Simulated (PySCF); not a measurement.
**Heteronuclear NMR**

Geometry (Å), atoms numbered from 1 in this order:
```xyz
20

C    -2.1738   -1.4078   -0.3677
C    -2.1060   -0.5824    0.6646
Si   -0.6604    0.5831    1.0222
C    -1.1534    2.3609    0.5571
C     0.8306    0.0246    0.0220
C     1.4582    0.5906   -1.0237
Si    2.7161   -0.7977   -1.2376
C     1.5894   -1.2689    0.2510
H    -3.0204   -2.0553   -0.5444
H    -1.3768   -1.4736   -1.0918
H    -2.9399   -0.5605    1.3572
H    -0.3408    0.5096    2.4620
H    -2.0215    2.6840    1.1237
H    -1.4022    2.4389   -0.4974
H    -0.3477    3.0595    0.7612
H     1.2115    1.5326   -1.4881
H     4.1196   -0.5170   -0.9331
H     2.6011   -1.6449   -2.4265
H     2.0521   -1.3136    1.2358
H     0.9592   -2.1513    0.1505
```

Computed data (PySCF 2.14.0 with density-fitted response routines): PBE0/pcSseg-1 with gauge-including orbitals, geometry: GFN2-xTB. Non-relativistic, in vacuum, single conformer, one averaged value for each set of equivalent atoms.

Where does ²⁹Si resonate?

Answers


| atoms | environment | σ (ppm) | δ (ppm) |
| --- | --- | --- | --- |
| Si7 | silicon bonded to 2 C, 2 H, in a 4-membered ring | 383.4 | -35.2 |
| Si3 | silicon bonded to 3 C, H | 386.5 | -37.7 |

Shieldings were converted by a linear fit to measured shifts: ²⁹Si (scatter 8.9 ppm rms, 25.8 ppm with the 6 outliers that the fit left out vs TMS, solution or neat liquid). A few per cent of atoms miss by over 2 rms, more outside the fitted compound classes.

On a 300 MHz spectrometer ²⁹Si resonates near 59.6 MHz, so 1 ppm is 59.6 Hz.
